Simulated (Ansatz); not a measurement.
Question: Predict a relaxed structure of (LiNH2)3 ring (Li₃N₃H₆), charge 0, singlet, at PBE-D4/def2-SVP (Ansatz).

Answer: 
```xyz
12

Li    1.6284    0.0594    0.3211
N     0.6969    0.9757    1.7316
Li   -1.0789    0.7123    1.0433
N    -2.0649   -0.0735   -0.4082
Li   -0.5492   -0.7640   -1.3686
N     1.3682   -0.9004   -1.3243
H     0.9680    1.9660    1.8531
H     0.8553    0.5859    2.6759
H    -2.6499    0.5901   -0.9431
H    -2.7515   -0.7908   -0.1199
H     1.8487   -0.4914   -2.1433
H     1.7288   -1.8693   -1.3176
```
Point group D3h (tolerance 0.1 Å). This is one stationary point.
